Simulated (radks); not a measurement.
Valence configurations of neutral selenium (all share [Ar]). Calculated with a radial shooting solver on a logarithmic mesh with Libxc functionals: Dirac Kohn-Sham, PBEsol, spin-unpolarised, spherical densities, finite nucleus; open shells are shared between the two j in proportion to 2j + 1; Fermi nuclear charge, rms radius 4.14 fm. Energies are relative to 3d10 4s2 4p4; eigenvalues in eV.

valence	E (eV)	e(3d3/2)	e(3d5/2)	e(4p1/2)	e(4p3/2)	e(4s1/2)
3d10 4s2 4p4	0.000	-53.634	-52.739	-6.766	-6.387	-17.287
3d10 4p6	21.964	-56.741	-55.843	-7.983	-7.566	-
3d9 4s2 4p5	51.657	-65.178	-64.233	-8.098	-7.639	-19.517
3d10 4s1 4p5	10.881	-55.223	-54.327	-7.394	-6.996	-18.114
3d9.5 4s2 4p4.5	24.549	-59.340	-58.420	-7.432	-7.014	-18.412
3d8 4s2 4p6	113.81	-77.239	-76.241	-9.430	-8.891	-21.678
3d10 4s1.5 4p4.5	5.414	-54.439	-53.543	-7.086	-6.697	-17.708
3d10 4s0.5 4p5.5	16.398	-55.990	-55.093	-7.693	-7.286	-18.506

NIST lists [Ar] 3d10 4s2 4p4 as the ground configuration; this level of theory agrees among the configurations tried. The energies are those of spherical spin-averaged densities, not of single terms.
